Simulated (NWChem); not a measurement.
System: AgPH₄O; SMILES [OH][Ag]<-[PH3]

Parts of the log:

```
             Northwest Computational Chemistry Package (NWChem) 7.3.0
             --------------------------------------------------------

 C1  symmetry detected

                             Geometry "geometry" -> ""
                             -------------------------

 Output coordinates in angstroms (scale by  1.889725989 to convert to a.u.)

  No.       Tag          Charge          X              Y              Z
 ---- ---------------- ---------- -------------- -------------- --------------
    1 Ag                  47.0000    -0.00069203    -0.34284234     0.00750657
    2 O                    8.0000    -0.08057186    -2.32826897    -0.01903142
    3 H                    1.0000     0.83669261    -2.66410243    -0.03512541
    4 P                   15.0000    -0.01189497     1.95978929    -0.00689226
    5 H                    1.0000    -0.76791263     2.67052221    -0.99262067
    6 H                    1.0000     1.23464824     2.63091398    -0.20407948
    7 H                    1.0000    -0.44790322     2.70556881     1.13465213

 Effective nuclear repulsion energy (a.u.)     336.0826701941

                                 NWChem DFT Module
                                 -----------------

 Summary of "ao basis" -> "ao basis" (spherical)
 ------------------------------------------------------------------------------
       Tag                 Description            Shells   Functions and Types
 ---------------- ------------------------------  ------  ---------------------
 Ag                         def2-svp                11       31   5s3p2d1f
 O                          def2-svp                 6       14   3s2p1d
 H                          def2-svp                 3        5   2s1p
 P                          def2-svp                 8       18   4s3p1d

            General Information
            -------------------
          SCF calculation type: DFT
          Wavefunction type:  closed shell.
          No. of atoms     :     7
          No. of electrons :    46
           Alpha electrons :    23
            Beta electrons :    23
          Charge           :     0
          Spin multiplicity:     1
          Use of symmetry is: off; symmetry adaption is: off
          Maximum number of iterations: 150
          AO basis - number of functions:    83
                     number of shells:    37
          Convergence on energy requested:  1.00D-06
          Convergence on density requested:  1.00D-05
          Convergence on gradient requested:  5.00D-04

              XC Information
              --------------
                         MN15 Method XC Functional
                     Hartree-Fock (Exact) Exchange  0.440
                          MN15 Exchange Functional  1.000
                        MN15 Correlation Potential  1.000

             Grid Information
             ----------------
          Grid used for XC integration:  coarse
          Radial quadrature: Mura-Knowles
          Angular quadrature: Lebedev.
          Tag              B.-S. Rad. Rad. Pts. Rad. Cut. Ang. Pts.
          ---              ---------- --------- --------- ---------
          Ag                  1.60      104          10.0       302
          O                   0.60       35          12.0       302
          H                   0.35       35          13.0       302
          P                   1.00       70          11.0       302
          Grid pruning is: on
          Number of quadrature shells:   349
          Spatial weights used:  Erf1

      Superposition of Atomic Density Guess
      -------------------------------------

 Sum of atomic energies:        -584.88247022

      Non-variational initial energy
      ------------------------------

 Total energy =    -563.570010
 1-e energy   =   -1154.046661
 2-e energy   =     430.209681
 HOMO         =      -0.419800
 LUMO         =      -0.043656

     ---------------------------------------------
      Total Density - Mulliken Population Analysis
     ---------------------------------------------

    Atom       Charge   Shell Charges
 -----------   ------   -------------------------------------------------------
    1 Ag  19    18.98  -0.49  1.68  0.81  0.73  0.14  5.98  0.14  0.05  9.29  0.63  0.00
    2 O    8     9.04   1.99  1.12  0.70  3.13  2.09  0.00
    3 H    1     0.66   0.53  0.07  0.06
    4 P   15    14.63   2.00  1.99  1.05  0.40  5.93  1.34  1.85  0.07
    5 H    1     0.90   0.62  0.26  0.02
    6 H    1     0.90   0.62  0.26  0.02
    7 H    1     0.90   0.62  0.26  0.02

   convergence    iter        energy       DeltaE   RMS-Dens  Diis-err
 ---------------- ----- ----------------- --------- --------- ---------
 d= 0,ls=0.0,diis     1   -564.9858953613 -7.25D+02  6.16D-02  1.94D+00
 d= 0,ls=0.0,diis     2   -562.2921990826  2.69D+00  5.52D-02  2.31D+01
 d= 0,ls=0.0,diis     3   -565.2110494304 -2.92D+00  8.11D-03  2.58D-01
 d= 0,ls=0.0,diis     4   -565.2179905726 -6.94D-03  3.52D-03  2.18D-01
 d= 0,ls=0.0,diis     5   -565.2394953872 -2.15D-02  5.86D-04  2.18D-03
  Resetting Diis
 d= 0,ls=0.0,diis     6   -565.2397369736 -2.42D-04  2.24D-04  3.53D-04
 d= 0,ls=0.0,diis     7   -565.2397781757 -4.12D-05  6.56D-05  1.23D-05
 d= 0,ls=0.0,diis     8   -565.2397784304 -2.55D-07  3.61D-05  1.25D-05
 d= 0,ls=0.0,diis     9   -565.2397797211 -1.29D-06  7.43D-06  5.61D-07
 d= 0,ls=0.0,diis    10   -565.2397797846 -6.34D-08  4.47D-06  2.74D-08

         Total DFT energy =     -565.239779784553
      One electron energy =    -1157.915315159958
           Coulomb energy =      479.220604726745
    Exchange-Corr. energy =      -46.812039263588
 Nuclear repulsion energy =      160.266969912248

 Numeric. integr. density =       45.999930254625

                       DFT Final Molecular Orbital Analysis
                       ------------------------------------

 Vector   21  Occ=2.000000D+00  E=-3.330681D-01
              MO Center= -1.4D-01, -4.1D-01, -3.1D-03, r^2= 3.1D+00
   Bfn.  Coefficient  Atom+Function         Bfn.  Coefficient  Atom+Function
  ----- ------------  ---------------      ----- ------------  ---------------
    19      0.475374  1 Ag d  2              15     -0.288644  1 Ag d -2
    17      0.286935  1 Ag d  0              35     -0.262091  2 O  px
    62     -0.230895  4 P  py                 4      0.223736  1 Ag s
    54      0.184126  4 P  s                 34      0.179134  2 O  s
     2     -0.172217  1 Ag s                 59     -0.161525  4 P  py

 Vector   22  Occ=2.000000D+00  E=-2.675003D-01
              MO Center=  1.5D-02, -1.7D+00, -1.2D-02, r^2= 1.9D+00
   Bfn.  Coefficient  Atom+Function         Bfn.  Coefficient  Atom+Function
  ----- ------------  ---------------      ----- ------------  ---------------
     4      0.460576  1 Ag s                 36      0.453964  2 O  py
    39      0.330013  2 O  py                19      0.266401  1 Ag d  2
    35      0.231031  2 O  px                 2     -0.228302  1 Ag s
    38      0.168406  2 O  px                17      0.161148  1 Ag d  0
     3     -0.116766  1 Ag s                 15      0.116194  1 Ag d -2

 Vector   23  Occ=2.000000D+00  E=-2.517078D-01
              MO Center= -5.4D-02, -2.0D+00, -1.3D-02, r^2= 1.5D+00
   Bfn.  Coefficient  Atom+Function         Bfn.  Coefficient  Atom+Function
  ----- ------------  ---------------      ----- ------------  ---------------
    37      0.596745  2 O  pz                40      0.455540  2 O  pz
    16      0.284341  1 Ag d -1              14      0.124487  1 Ag pz
    11      0.087658  1 Ag pz                 8     -0.079863  1 Ag pz
    80     -0.070444  7 H  s                 70      0.060564  5 H  s
    63      0.050737  4 P  pz                79     -0.041382  7 H  s

 Vector   24  Occ=0.000000D+00  E=-1.979577D-03
              MO Center=  1.9D-01,  1.1D+00, -1.4D-02, r^2= 5.5D+00
   Bfn.  Coefficient  Atom+Function         Bfn.  Coefficient  Atom+Function
  ----- ------------  ---------------      ----- ------------  ---------------
    61      0.720732  4 P  px                75     -0.588872  6 H  s
    70      0.502167  5 H  s                 12      0.477663  1 Ag px
    80      0.332678  7 H  s                 74     -0.252083  6 H  s
     5      0.239010  1 Ag s                 54     -0.202087  4 P  s
    15     -0.185514  1 Ag d -2              69      0.183100  5 H  s

 Vector   25  Occ=0.000000D+00  E= 1.348914D-03
              MO Center= -4.1D-02,  1.2D+00,  2.0D-02, r^2= 5.3D+00
   Bfn.  Coefficient  Atom+Function         Bfn.  Coefficient  Atom+Function
  ----- ------------  ---------------      ----- ------------  ---------------
    63      0.770150  4 P  pz                80     -0.663082  7 H  s
    70      0.557796  5 H  s                 14      0.436166  1 Ag pz
    79     -0.261380  7 H  s                 69      0.220397  5 H  s
    16     -0.216619  1 Ag d -1              60      0.196798  4 P  pz
    11      0.158557  1 Ag pz                 8     -0.153084  1 Ag pz

[...]

                         DFT ENERGY GRADIENTS

    atom               coordinates                        gradient
                 x          y          z           x          y          z
   1 Ag     -0.001308  -0.647878   0.014185    0.001142   0.005382   0.000543
   2 O      -0.152259  -4.399790  -0.035964   -0.009814  -0.002479  -0.000194
   3 H       1.581120  -5.034424  -0.066377    0.009000  -0.002000  -0.000161
   4 P      -0.022478   3.703465  -0.013024   -0.000533  -0.020381   0.000012
   5 H      -1.451144   5.046555  -1.875781   -0.005987   0.006698  -0.007752
   6 H       2.333147   4.971707  -0.385654    0.009685   0.005638  -0.001466
   7 H      -0.846414   5.112784   2.144182   -0.003493   0.007141   0.009019
```

Level: MN15/def2-SVP with def2 effective core potentials on Ag. Geometry: optimised at PBE-D3(BJ)/def2-SVP. def2 effective core potentials on Ag; no spin-orbit coupling.

Task: Write an input that gives this output.

Result: One answer among several that fit: the input that was run:
```
start job
memory heap 200 mb stack 900 mb global 1100 mb
geometry units angstroms noautoz
  Ag    -0.072984     0.335576    -0.115277
  O     -0.173763     2.317874    -0.211932
  H      0.573359     2.680559     0.302544
  P     -0.067415    -1.965309    -0.023940
  H     -1.238968    -2.672636     0.395007
  H      0.860839    -2.594681     0.862286
  H      0.219005    -2.752037    -1.185162
end
basis spherical
  Ag library def2-svp
  O library def2-svp
  H library def2-svp
  P library def2-svp
end
ecp
  Ag library def2-ecp
end
dft
  xc mn15
  grid coarse
  iterations 150
  mulliken
end
task dft gradient
```
